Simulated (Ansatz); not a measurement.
The same path of CH₆BNOSi (11 atoms, charge 0, multiplicity 1) was run twice with different band settings. The coordinate that changes most is the dihedral H7–B1–Si2–O5.

Theory: RKS B3LYP/6-31G (Ansatz 0.2.0).

Relaxed end points:

```xyz
11
Properties=species:S:1:pos:R:3
B -2.203 -0.447 0.187
Si -0.214 -0.786 0.206
N 0.840 0.577 0.697
C 1.485 0.667 -0.627
O 0.710 -0.412 -1.298
H -2.751 -0.034 1.165
H -2.856 -0.637 -0.792
H 0.121 -2.163 0.755
H 1.055 1.148 1.497
H 1.327 1.621 -1.142
H 2.551 0.409 -0.628
```

```xyz
11
Properties=species:S:1:pos:R:3
B -2.200 -0.438 0.202
Si -0.215 -0.795 0.187
N 0.835 0.566 0.693
C 1.485 0.666 -0.628
O 0.712 -0.407 -1.310
H -2.872 -0.577 -0.773
H -2.726 -0.060 1.206
H 0.123 -2.181 0.709
H 1.042 1.135 1.496
H 1.330 1.626 -1.135
H 2.550 0.407 -0.628
```

Common settings: movable images 5; climbing image yes; spring 5.0 eV/Å²; optimiser quadratic models (default); start path IDPP; force threshold 0.05 eV/Å; end points relaxed.

| run | iteration limit |
| --- | --- |
| 1 | 60 |
| 2 | 10 |

Task: What does each run give, and how far can it be trusted?

Result: Run 1: converged after 13 iterations, highest image 0.139 eV above the first end. A vibrational analysis at the climbing image gives one clearly imaginary mode, 191i cm⁻¹: a first-order saddle point.
Run 2: converged after 9 iterations, highest image 0.140 eV above the first end. Another band between the same ends (5 images) ends at a top of the same energy, where a vibrational analysis finds 1 clearly imaginary mode.
Limits of this set-up: no polarisation functions.
